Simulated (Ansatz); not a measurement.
# Worked example: SiH(SiH3)2F + C3H4B → SiH(SiH3)2 + C3H4BF

Species: SiH(SiH3)2F, singlet; C3H4B `C#C[B]C`, doublet; SiH(SiH3)2, doublet; C3H4BF `C#CB(C)F`, singlet. A radical takes F: the energy is the difference in strength between the Si–F bond broken and the B–F bond made.

Shapes, held fixed at every level: PBE0-D4/def2-TZVP. Programs: Ansatz 0.2.0. The zero-point and thermal change to 298 K, harmonic and unscaled (PBE0-D4/def2-TZVP), is +5.1 kJ/mol.

At B2PLYP/def2-TZVPP; 1 Eh = 2625.50 kJ/mol:

| species | energy (Eh) |
| --- | --- |
| SiH(SiH3)2F | -972.224184 |
| C3H4B | -141.364361 |
| SiH(SiH3)2 | -872.280745 |
| C3H4BF | -241.345127 |

Work out ΔH(298 K) of the reaction at this level.


1. Products less reactants: (-872.280745) + (-241.345127) − [(-972.224184) + (-141.364361)] = -0.037327 Eh = -98.0 kJ/mol.
2. With the thermal change: -98.0 + (+5.1) = -92.9 kJ/mol.

Other levels give -115.7 (HF/def2-SVP) to -84.9 kJ/mol (HF/def2-TZVPP). No measured value is set beside it here. Spin contamination: C3H4B (⟨S²⟩ up to 0.91). Open shells run unrestricted unless RO is named.
